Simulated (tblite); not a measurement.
A geometry optimisation, step by step.

Compound: C2H10B2Cl2N2.
Numbering: `[CH3:1][CH2:2][NH:3][B@@H-:4]([NH3+:5])[B:6]([Cl:7])[Cl:8]` (hydrogens: H9, H10, H11 on C1; H12, H13 on C2; H14 on N3; H15 on B4; H16, H17, H18 on N5)

Computed with GFN2-xTB (tblite), gas phase: L-BFGS steps from a force-field or distance-geometry start until the largest atomic force falls under 0.01 eV/Å. 11 of its 190 geometries are shown.

Step 0: E = -729.2386 eV, largest atomic force 2.878 eV/Å
```
atom  x, y, z in Å  |  force x, y, z in eV/Å
C1      2.614   -0.014    0.682    0.890   0.415  -0.782
C2      1.243    0.631    0.390    0.794  -0.715   2.056
N3      0.483   -0.356   -0.299   -0.198  -0.385  -1.607
B4     -0.919    0.060   -0.701    1.219   1.838  -0.128
N5     -1.788   -1.228   -0.730   -2.742  -0.826  -0.291
B6     -1.684    1.078    0.377   -1.969  -0.522   1.656
Cl7    -1.605    0.624    2.161   -0.440   0.779  -1.184
Cl8    -3.340    1.698   -0.183    1.284  -0.204   0.742
H9      2.669   -0.406    1.703    0.111   0.111  -0.448
H10     3.369    0.788    0.515   -0.124  -0.862   0.376
H11     2.801   -0.849   -0.052   -0.049   0.863   0.825
H12     1.367    1.585   -0.132   -0.104   0.115  -0.100
H13     0.823    0.824    1.439    0.058  -0.006  -1.578
H14     1.005   -0.608   -1.176   -0.405   0.185   1.174
H15    -0.965    0.598   -1.757    0.093  -0.294  -0.814
H16    -2.598   -1.108   -0.051    1.232  -0.438  -0.867
H17    -2.219   -1.226   -1.687    0.526  -0.499   1.130
H18    -1.264   -2.084   -0.513   -0.176   0.444  -0.163
```

Step 19: E = -730.2615 eV, largest atomic force 0.170 eV/Å
```
atom  x, y, z in Å  |  force x, y, z in eV/Å
C1      2.700   -0.030    0.695   -0.126   0.030   0.019
C2      1.328    0.601    0.415   -0.105   0.003  -0.123
N3      0.440   -0.248   -0.364   -0.093  -0.039  -0.027
B4     -0.943    0.201   -0.728   -0.159   0.050   0.033
N5     -1.856   -1.306   -0.783    0.069  -0.060   0.023
B6     -1.893    1.040    0.442    0.087   0.004  -0.005
Cl7    -1.742    0.828    2.158   -0.032   0.035   0.041
Cl8    -3.337    1.899   -0.015    0.080   0.012  -0.002
H9      2.725   -0.475    1.685    0.022  -0.088  -0.026
H10     3.462    0.746    0.645    0.048  -0.112   0.058
H11     2.943   -0.802   -0.035   -0.051   0.090  -0.002
H12     1.497    1.559   -0.109   -0.038   0.022   0.043
H13     0.828    0.825    1.361    0.036   0.036  -0.084
H14     0.946   -0.606   -1.165    0.075   0.057  -0.004
H15    -1.082    0.571   -1.857    0.055   0.002  -0.031
H16    -2.595   -1.297   -0.091    0.012  -0.056   0.035
H17    -2.252   -1.475   -1.700    0.007   0.072  -0.051
H18    -1.178   -2.024   -0.564    0.112  -0.059   0.104
```

Step 38: E = -730.4144 eV, largest atomic force 0.256 eV/Å
```
atom  x, y, z in Å  |  force x, y, z in eV/Å
C1      2.510   -0.150    0.662   -0.031   0.054   0.001
C2      1.283    0.699    0.346   -0.139   0.056  -0.006
N3      0.366   -0.017   -0.503   -0.014  -0.124  -0.139
B4     -1.087    0.185   -0.682    0.105   0.149  -0.060
N5     -1.635   -1.511   -0.669   -0.007  -0.010   0.051
B6     -1.899    1.134    0.505    0.035  -0.103  -0.118
Cl7    -1.782    1.062    2.246   -0.010  -0.098  -0.134
Cl8    -2.969    2.371   -0.054   -0.049   0.097   0.062
H9      2.225   -0.941    1.355    0.225  -0.022  -0.121
H10     3.287    0.475    1.101   -0.053  -0.149   0.087
H11     2.898   -0.576   -0.265    0.012  -0.072   0.170
H12     1.622    1.629   -0.135   -0.005   0.157   0.003
H13     0.761    0.960    1.264    0.004   0.086   0.110
H14     0.863   -0.300   -1.335   -0.015   0.029  -0.186
H15    -1.395    0.469   -1.809   -0.012  -0.035   0.096
H16    -2.364   -1.737   -0.004   -0.005   0.048   0.029
H17    -1.923   -1.765   -1.608   -0.003  -0.007   0.119
H18    -0.769   -1.981   -0.426   -0.037  -0.058   0.036
```

Step 57: E = -730.6843 eV, largest atomic force 0.109 eV/Å
```
atom  x, y, z in Å  |  force x, y, z in eV/Å
C1      2.307   -0.242    0.608    0.005   0.048  -0.075
C2      1.240    0.793    0.249   -0.007   0.009   0.010
N3      0.404    0.396   -0.863    0.013   0.056   0.002
B4     -1.004    0.383   -0.891    0.043  -0.062   0.066
N5     -1.481   -1.638   -0.359   -0.009  -0.010   0.008
B6     -1.819    1.191    0.356   -0.020   0.013  -0.043
Cl7    -1.935    0.620    2.001   -0.092  -0.057   0.010
Cl8    -2.565    2.731    0.116   -0.006   0.022  -0.021
H9      1.858   -1.220    0.758   -0.024  -0.001   0.035
H10     2.810    0.061    1.523    0.009  -0.043  -0.015
H11     3.049   -0.320   -0.183    0.009  -0.031  -0.040
H12     1.740    1.751    0.034   -0.012  -0.035  -0.038
H13     0.591    0.946    1.110    0.024   0.025   0.043
H14     0.944    0.150   -1.679    0.001  -0.011   0.047
H15    -1.490    0.253   -1.957    0.019   0.057  -0.014
H16    -2.183   -1.642    0.367   -0.002   0.018   0.002
H17    -1.825   -2.112   -1.182    0.001  -0.012   0.029
H18    -0.647   -2.096   -0.020    0.049   0.012  -0.005
```

Step 76: E = -730.7277 eV, largest atomic force 0.123 eV/Å
```
atom  x, y, z in Å  |  force x, y, z in eV/Å
C1      2.292   -0.289    0.555   -0.049   0.051  -0.055
C2      1.281    0.822    0.267   -0.005   0.074  -0.057
N3      0.407    0.474   -0.832    0.030   0.037   0.041
B4     -0.996    0.417   -0.853    0.009  -0.059   0.033
N5     -1.396   -1.633   -0.306    0.025  -0.002   0.015
B6     -1.916    1.187    0.338   -0.018  -0.013  -0.027
Cl7    -2.458    0.459    1.826   -0.016  -0.015   0.034
Cl8    -2.481    2.806    0.128    0.030   0.044  -0.002
H9      1.778   -1.231    0.728    0.003  -0.012   0.026
H10     2.889   -0.052    1.432    0.008   0.020  -0.026
H11     2.954   -0.404   -0.302    0.015  -0.065   0.071
H12     1.838    1.739    0.018   -0.019  -0.002   0.047
H13     0.672    1.033    1.152    0.017  -0.094  -0.078
H14     0.935    0.219   -1.653    0.000  -0.003   0.028
H15    -1.455    0.282   -1.929   -0.059   0.004  -0.030
H16    -2.054   -1.593    0.461    0.009  -0.002  -0.014
H17    -1.771   -2.193   -1.059   -0.009   0.037  -0.004
H18    -0.529   -2.036    0.018    0.029  -0.001  -0.003
```

Step 94: E = -730.7600 eV, largest atomic force 0.118 eV/Å
```
atom  x, y, z in Å  |  force x, y, z in eV/Å
C1      2.259   -0.316    0.541    0.027  -0.008  -0.007
C2      1.265    0.813    0.249   -0.041   0.004  -0.037
N3      0.386    0.488   -0.848    0.001   0.004   0.006
B4     -1.027    0.290   -0.811   -0.016  -0.008   0.012
N5     -1.275   -1.532   -0.267   -0.012  -0.109   0.043
B6     -1.956    1.144    0.323   -0.056   0.020   0.074
Cl7    -2.805    0.378    1.659    0.013   0.011  -0.027
Cl8    -2.252    2.841    0.218    0.043  -0.048   0.005
H9      1.725   -1.208    0.867    0.056   0.001  -0.051
H10     2.956   -0.033    1.327   -0.029   0.040  -0.046
H11     2.826   -0.551   -0.360   -0.016  -0.030   0.083
H12     1.820    1.738    0.028   -0.002  -0.088   0.046
H13     0.652    0.984    1.136   -0.019   0.085  -0.004
H14     0.897    0.293   -1.693    0.054  -0.017  -0.011
H15    -1.507    0.201   -1.891   -0.015   0.031  -0.034
H16    -1.895   -1.515    0.537    0.011   0.030  -0.018
H17    -1.690   -2.068   -1.017   -0.011   0.007  -0.005
H18    -0.386   -1.940   -0.007    0.012   0.073  -0.029
```

Step 113: E = -730.7708 eV, largest atomic force 0.027 eV/Å
```
atom  x, y, z in Å  |  force x, y, z in eV/Å
C1      2.241   -0.312    0.560   -0.001  -0.009   0.004
C2      1.238    0.799    0.228    0.012   0.000   0.006
N3      0.372    0.463   -0.873    0.001  -0.009  -0.006
B4     -1.049    0.267   -0.826   -0.007  -0.004   0.001
N5     -1.271   -1.522   -0.281    0.005   0.014  -0.008
B6     -1.940    1.131    0.336    0.000  -0.001   0.005
Cl7    -2.827    0.361    1.643    0.000   0.000  -0.004
Cl8    -2.125    2.843    0.300    0.003   0.003   0.012
H9      1.730   -1.211    0.899   -0.007   0.000  -0.001
H10     2.917    0.012    1.348   -0.009   0.002  -0.014
H11     2.831   -0.561   -0.320    0.002   0.002   0.009
H12     1.804    1.715    0.004    0.006   0.016  -0.008
H13     0.614    0.997    1.103    0.001   0.024   0.001
H14     0.889    0.275   -1.716   -0.002  -0.003   0.009
H15    -1.543    0.211   -1.903    0.003  -0.010   0.002
H16    -1.857   -1.508    0.547   -0.006  -0.004  -0.005
H17    -1.689   -2.092   -1.004    0.003   0.004   0.004
H18    -0.345   -1.860   -0.055   -0.005  -0.026  -0.007
```

Step 132: E = -730.7749 eV, largest atomic force 0.044 eV/Å
```
atom  x, y, z in Å  |  force x, y, z in eV/Å
C1      2.225   -0.289    0.588    0.005  -0.002   0.002
C2      1.256    0.832    0.193    0.006   0.005   0.004
N3      0.372    0.463   -0.883    0.009  -0.008  -0.003
B4     -1.045    0.267   -0.816   -0.008  -0.008  -0.013
N5     -1.274   -1.547   -0.297   -0.004   0.005  -0.017
B6     -1.925    1.113    0.365    0.026  -0.034   0.007
Cl7    -2.891    0.316    1.594   -0.011  -0.003   0.012
Cl8    -2.016    2.830    0.427   -0.014   0.042   0.001
H9      1.683   -1.163    0.945    0.003   0.020  -0.007
H10     2.888    0.050    1.380   -0.006  -0.003  -0.008
H11     2.832   -0.581   -0.268   -0.015  -0.013   0.009
H12     1.849    1.715   -0.089    0.002  -0.005  -0.009
H13     0.645    1.104    1.056   -0.007  -0.001   0.002
H14     0.875    0.233   -1.725    0.022   0.015   0.008
H15    -1.553    0.209   -1.887   -0.012  -0.001   0.001
H16    -1.851   -1.543    0.538    0.005  -0.001   0.003
H17    -1.722   -2.078   -1.031   -0.002  -0.007  -0.002
H18    -0.356   -1.924   -0.101   -0.001  -0.001   0.008
```

Step 151: E = -730.7763 eV, largest atomic force 0.030 eV/Å
```
atom  x, y, z in Å  |  force x, y, z in eV/Å
C1      2.212   -0.284    0.607    0.009  -0.003   0.005
C2      1.264    0.843    0.179   -0.009  -0.008   0.000
N3      0.376    0.463   -0.892    0.002   0.003   0.010
B4     -1.040    0.264   -0.814    0.007   0.008  -0.017
N5     -1.275   -1.556   -0.319    0.004   0.013   0.011
B6     -1.910    1.099    0.384   -0.001   0.001   0.006
Cl7    -2.868    0.295    1.616    0.008  -0.004  -0.005
Cl8    -2.013    2.819    0.453   -0.003  -0.001   0.000
H9      1.655   -1.128    1.009   -0.006   0.010   0.001
H10     2.896    0.073    1.374   -0.016  -0.015  -0.021
H11     2.797   -0.627   -0.244    0.001  -0.003   0.007
H12     1.872    1.707   -0.124   -0.001   0.003  -0.004
H13     0.654    1.146    1.033    0.005   0.005  -0.003
H14     0.878    0.244   -1.738   -0.004   0.000   0.014
H15    -1.562    0.222   -1.880   -0.002  -0.008  -0.002
H16    -1.852   -1.546    0.516   -0.014  -0.014   0.004
H17    -1.727   -2.082   -1.054    0.000   0.006   0.000
H18    -0.365   -1.946   -0.117    0.019   0.008  -0.006
```

Step 170: E = -730.7801 eV, largest atomic force 0.044 eV/Å
```
atom  x, y, z in Å  |  force x, y, z in eV/Å
C1      2.110   -0.307    0.639   -0.002   0.017   0.020
C2      1.280    0.879    0.131   -0.020  -0.003   0.000
N3      0.371    0.523   -0.930   -0.003   0.019   0.001
B4     -1.036    0.283   -0.815    0.010  -0.003  -0.010
N5     -1.204   -1.557   -0.333   -0.007   0.019   0.010
B6     -1.892    1.079    0.419    0.007  -0.014   0.001
Cl7    -2.807    0.227    1.649   -0.006  -0.008   0.007
Cl8    -2.019    2.794    0.541   -0.003  -0.002  -0.012
H9      1.475   -1.026    1.152   -0.017  -0.030  -0.006
H10     2.868    0.034    1.339    0.014   0.011   0.001
H11     2.607   -0.804   -0.192    0.005   0.002   0.004
H12     1.968    1.663   -0.216   -0.022  -0.022   0.003
H13     0.693    1.287    0.958    0.039   0.004  -0.021
H14     0.858    0.286   -1.779   -0.004  -0.005  -0.001
H15    -1.585    0.228   -1.867    0.000   0.005   0.014
H16    -1.784   -1.582    0.500    0.007   0.001   0.003
H17    -1.633   -2.093   -1.075    0.013   0.005  -0.006
H18    -0.277   -1.908   -0.133   -0.011   0.003  -0.008
```

Step 189: E = -730.7826 eV, largest atomic force 0.009 eV/Å
```
atom  x, y, z in Å  |  force x, y, z in eV/Å
C1      2.002   -0.307    0.698    0.002  -0.001  -0.001
C2      1.307    0.904    0.058    0.003   0.005  -0.003
N3      0.366    0.558   -0.977    0.004   0.001   0.001
B4     -1.033    0.282   -0.805   -0.002  -0.004   0.007
N5     -1.151   -1.547   -0.369    0.000  -0.002  -0.002
B6     -1.851    1.040    0.478    0.003   0.001   0.003
Cl7    -2.693    0.136    1.726   -0.004  -0.003   0.004
Cl8    -2.026    2.747    0.639    0.000  -0.004  -0.006
H9      1.288   -0.900    1.266   -0.003  -0.007   0.001
H10     2.785    0.024    1.375   -0.005  -0.001   0.000
H11     2.454   -0.933   -0.070    0.006  -0.006   0.001
H12     2.077    1.566   -0.357   -0.002   0.006  -0.005
H13     0.773    1.455    0.836   -0.001   0.003   0.005
H14     0.825    0.295   -1.834    0.000   0.001  -0.003
H15    -1.628    0.253   -1.833    0.001   0.002  -0.008
H16    -1.729   -1.612    0.463    0.003   0.001  -0.001
H17    -1.562   -2.075   -1.127   -0.006   0.003   0.002
H18    -0.214   -1.879   -0.179    0.001   0.004   0.004
```

**Question.** Summarise the path.

**Answer.** The energy falls by 1.5440 eV from step 0 to step 189; nine tenths of that is first reached at step 50. It rises by more than 0.2 meV at step 40. The largest force goes from 2.878 to 0.009 eV/Å. Among the bonds B4–N5 changes most, from 1.553 to 1.884 Å; the atoms move by 1.030 Å rms after alignment.

**Question.** Follow the three bonds and two angles with the largest change from start to end.

**Answer.** 
```tsv
step	E above end (eV)	largest force (eV/Å)	B4–N5 (Å)	B6–Cl8 (Å)	B6–Cl7 (Å)	B4–N3–H14 (°)	N5–B4–H15 (°)
0	1.5440	2.878	1.553	1.854	1.843	107.7	109.7
8	0.6024	0.487	1.742	1.745	1.753	113.2	102.5
16	0.5379	0.192	1.764	1.747	1.741	113.9	99.9
25	0.4814	0.324	1.763	1.741	1.741	111.6	101.8
33	0.4057	0.189	1.757	1.742	1.736	112.5	99.9
41	0.3384	0.316	1.806	1.727	1.742	116.3	97.6
49	0.1639	0.300	2.035	1.726	1.750	122.7	92.3
58	0.0966	0.106	2.140	1.730	1.744	121.1	92.3
66	0.0725	0.163	2.156	1.728	1.746	121.4	92.9
74	0.0579	0.112	2.161	1.727	1.749	119.9	92.7
82	0.0409	0.103	2.098	1.730	1.748	120.4	94.1
90	0.0301	0.102	2.004	1.729	1.751	120.0	96.3
99	0.0166	0.044	1.885	1.722	1.755	120.2	98.7
107	0.0131	0.056	1.873	1.722	1.757	120.6	100.0
115	0.0115	0.026	1.883	1.723	1.757	120.8	99.5
123	0.0095	0.030	1.889	1.723	1.756	120.7	99.0
131	0.0078	0.043	1.896	1.722	1.757	120.2	98.6
140	0.0071	0.012	1.899	1.724	1.755	120.6	98.3
148	0.0065	0.023	1.899	1.724	1.756	120.6	98.5
156	0.0056	0.036	1.904	1.725	1.754	120.4	98.1
164	0.0042	0.026	1.911	1.725	1.754	120.3	97.9
173	0.0020	0.030	1.910	1.724	1.753	120.2	98.0
181	0.0007	0.034	1.890	1.724	1.755	119.9	98.5
189	0.0000	0.009	1.884	1.724	1.755	119.7	98.3
```

The cost below is that of the whole relaxation. Hardware: Arm Neoverse N1, one thread, on a shared host. Cost: 2.8 s wall.
